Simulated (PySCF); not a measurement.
C₃H₅ (SMILES [CH2]C=C), doublet, at a GFN2-xTB geometry; WB97M-V/6-31G* (PySCF).

PySCF was given this input:
```python
from pyscf import gto, scf, dft

mol = gto.Mole()
mol.atom = '''
    C     1.21930413   -0.01255927   -0.15192021
    C    -0.05035630    0.42088717    0.13622292
    H     1.39641854   -1.02027681   -0.48494024
    H     2.07179450    0.63423331   -0.05547914
    H    -0.17289208    1.44506354    0.46770440
    C    -1.17491144   -0.35848292    0.03182994
    H    -2.15056839    0.02417330    0.26857681
    H    -1.10897088   -1.38226320   -0.29265777
'''
mol.basis = '6-31g*'
mol.spin = 1
mol.verbose = 4
mol.build()

mf = dft.UKS(mol)
mf.xc = 'wb97m_v'
mf.kernel()
```

### Question
What does PySCF print? Leave out banner, timings and long lists.

### Answer

```
PySCF version 2.14.0

[INPUT] verbose = 4
[INPUT] num. atoms = 8
[INPUT] num. electrons = 23
[INPUT] charge = 0
[INPUT] spin (= nelec alpha-beta = 2S) = 1
[INPUT] symmetry False subgroup None
[INPUT] Mole.unit = angstrom
[INPUT] Symbol           X                Y                Z      unit          X                Y                Z       unit  Magmom
[INPUT]  1 C      1.219304130000  -0.012559270000  -0.151920210000 AA    2.304150868251  -0.023733580624  -0.287087589686 Bohr   0.0
[INPUT]  2 C     -0.050356300000   0.420887170000   0.136222920000 AA   -0.095159615646   0.795361480643   0.257424010689 Bohr   0.0
[INPUT]  3 H      1.396418540000  -1.020276810000  -0.484940240000 AA    2.638848595865  -1.928043742145  -0.916404240381 Bohr   0.0
[INPUT]  4 H      2.071794500000   0.634233310000  -0.055479140000 AA    3.915124191380   1.198527254976  -0.104840380226 Bohr   0.0
[INPUT]  5 H     -0.172892080000   1.445063540000   0.467704400000 AA   -0.326718680306   2.730774323194   0.883833223254 Bohr   0.0
[INPUT]  6 C     -1.174911440000  -0.358482920000   0.031829940000 AA   -2.220260842218  -0.677434539134   0.060149869161 Bohr   0.0
[INPUT]  7 H     -2.150568390000   0.024173300000   0.268576810000 AA   -4.063985269247   0.045680916527   0.507536614309 Bohr   0.0
[INPUT]  8 H     -1.108970880000  -1.382263200000  -0.292657770000 AA   -2.095651243318  -2.612098880065  -0.553043033526 Bohr   0.0

nuclear repulsion = 65.4960231914381
number of shells = 28
number of NR pGTOs = 101
number of NR cGTOs = 52
basis = 6-31g*
ecp = {}

******** <class 'pyscf.dft.uks.UKS'> ********
method = UKS
initial guess = minao
damping factor = 0
level_shift factor = 0
DIIS = <class 'pyscf.scf.diis.CDIIS'>
diis_start_cycle = 1
diis_space = 8
diis_damp = 0
SCF conv_tol = 1e-09
SCF conv_tol_grad = None
SCF max_cycles = 50
direct_scf = True
direct_scf_tol = 1e-13
number electrons alpha = 12  beta = 11
XC library pyscf.dft.libxc version 7.1.2
    S. Lehtola, C. Steigemann, M. J. T. Oliveira, and M. A. L. Marques,  SoftwareX 7, 1–5 (2018)
XC functionals = wb97m_v
    N. Mardirossian and M. Head-Gordon,  J. Chem. Phys. 144, 214110 (2016)
radial grids:
    Treutler-Ahlrichs [JCP 102, 346 (1995); DOI:10.1063/1.469408] (M4) radial grids

becke partition: Becke, JCP 88, 2547 (1988); DOI:10.1063/1.454033
pruning grids: <function nwchem_prune>
grids dens level: 3
symmetrized grids: False
atomic radii adjust function: <function treutler_atomic_radii_adjust>
** Following is NLC and NLC Grids **
NLC functional = wb97m_v
radial grids:
    Treutler-Ahlrichs [JCP 102, 346 (1995); DOI:10.1063/1.469408] (M4) radial grids

becke partition: Becke, JCP 88, 2547 (1988); DOI:10.1063/1.454033
pruning grids: <function nwchem_prune>
grids dens level: 3
symmetrized grids: False
atomic radii adjust function: <function treutler_atomic_radii_adjust>
small_rho_cutoff = 0
Set gradient conv threshold to 3.16228e-05
tot grids = 91400
tot grids = 91400
init E= -117.473957377554

cycle= 1 E= -117.165091097398  delta_E= 0.309  |g|= 0.124  |ddm|= 1.71
cycle= 2 E= -117.175853779498  delta_E= -0.0108  |g|= 0.0558  |ddm|= 0.162
cycle= 3 E= -117.178030930735  delta_E= -0.00218  |g|= 0.0199  |ddm|= 0.0693
cycle= 4 E= -117.178635445148  delta_E= -0.000605  |g|= 0.00812  |ddm|= 0.0323
cycle= 5 E= -117.178778725579  delta_E= -0.000143  |g|= 0.00469  |ddm|= 0.0163
cycle= 6 E= -117.178826284066  delta_E= -4.76e-05  |g|= 0.00067  |ddm|= 0.0132
cycle= 7 E= -117.178827198502  delta_E= -9.14e-07  |g|= 0.000127  |ddm|= 0.00197
cycle= 8 E= -117.178827221734  delta_E= -2.32e-08  |g|= 3.65e-05  |ddm|= 0.000316
cycle= 9 E= -117.178827223918  delta_E= -2.18e-09  |g|= 7.92e-06  |ddm|= 0.000108
cycle= 10 E= -117.17882722401  delta_E= -9.19e-11  |g|= 1.73e-06  |ddm|= 2.28e-05
Extra cycle  E= -117.178827224013  delta_E= -3.21e-12  |g|= 6.45e-07  |ddm|= 3.53e-06
converged SCF energy = -117.178827224013  <S^2> = 0.78348085  2S+1 = 2.0332052
```
